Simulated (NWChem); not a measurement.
Lowest excitation of disilazane (H$_{7}$NSi$_{2}$)

```xyz
10

Si    -0.1137    -0.0715    -1.5845
N      0.5292     0.3225     0.0000
Si    -0.1137    -0.0715     1.5845
H      1.0065    -0.4447    -2.5204
H     -1.0492    -1.2341    -1.4115
H     -0.8749     1.0597    -2.2339
H      1.3147     0.9828     0.0000
H     -0.8749     1.0597     2.2339
H      1.0065    -0.4447     2.5204
H     -1.0492    -1.2341     1.4115
```
Charge 0, spin multiplicity 1.

All runs are NWChem calculations. All single points use one geometry, from PBE/def2-SVP, a minimum by its harmonic frequencies.

Basis set: def2-SVP.

The correlated methods keep 11 core orbitals frozen. Coupled-cluster values serve here as a point of comparison, not as the truth.

Question: Order these methods by the lowest vertical singlet excitation energy they give, lowest first: CIS, TD-LDA (SVWN5), TD-PBE, EOM-CCSD.

Answer: TD-LDA (SVWN5) (5.46 eV), TD-PBE (5.62 eV), EOM-CCSD (6.73 eV), CIS (7.77 eV)
